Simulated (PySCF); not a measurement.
**One elementary step**

Start structure (BSiH5OF2, closed shell), relaxed at PBE0-D4/def2-TZVP:

```csv
atom,x (Å),y (Å),z (Å)
B1,-0.0433,0.6778,-1.6624
O2,1.0550,1.4469,-1.7724
F3,0.0200,-0.5943,-2.0021
F4,-1.2059,1.1577,-1.2371
H5,0.6282,0.0315,0.9455
Si6,-0.1181,-1.0360,1.6637
H7,0.9134,2.3560,-1.4984
H8,0.7539,-2.2287,1.7990
H9,-0.4918,-0.5336,3.0100
H10,-1.3403,-1.3837,0.8996
```

The step: BHOF₂ ([OH][B]([F])[F]) + SiH₄ → BSiH₃F₂ ([F][B]([F])[SiH3]) + H₂O; bonds formed: B1–Si6, O2–H5; bonds broken: B1–O2, H5–Si6. Computed with PySCF 2.14 with density fitting (its default auxiliary sets; JK sets also for MP2 and CCSD(T)) (basis: def2-TZVPP and def2-QZVPP); correlated methods freeze the cores. Extrapolation: Hartree–Fock as exp(−7.88 √X), correlation as X^−2.97. Energies below are by CCSD(T) at an estimated basis limit (MP2 extrapolated from triple and quadruple zeta, plus CCSD(T) − MP2 in triple zeta).

Q: What are the electronic barrier and the energy of the step, from the start structure to the end structure? (Judge from chemistry; the value comes from the calculation.)

A: The calculation gives: Barrier 60.90 kcal/mol; step energy 31.14 kcal/mol (uphill); reverse barrier, their difference, 29.76 kcal/mol. Barrier and step energy count from the start structure, the reverse barrier from the end structure.

The saddle point: One imaginary mode of 1347i cm⁻¹.
```
  pair  start (Å)  saddle (Å)  end (Å)
B1–Si6       3.74        2.29     2.04
 O2–H5       3.09        1.20     0.97
 B1–O2       1.35        1.55     1.89
H5–Si6       1.49        1.93     3.66
```

Zero-point energy (harmonic, PBE0-D4): ZPE is 35.56 kcal/mol at the start and 34.58 kcal/mol at the saddle, so the barrier goes from 60.90 to 59.92 kcal/mol.

The T1 diagnostic stays at or below 0.014.

Labels in which every atom is bracketed show which atoms are joined, not bond orders.

For scale, one of the runs: CCSD(T)/def2-TZVPP, 236 basis functions, launched by `OMP_NUM_THREADS=4 python run.py`. Time: 24 min of wall clock on 4 CPU threads of an Intel Xeon; the host was shared. Peak host memory: 5.2 GiB.
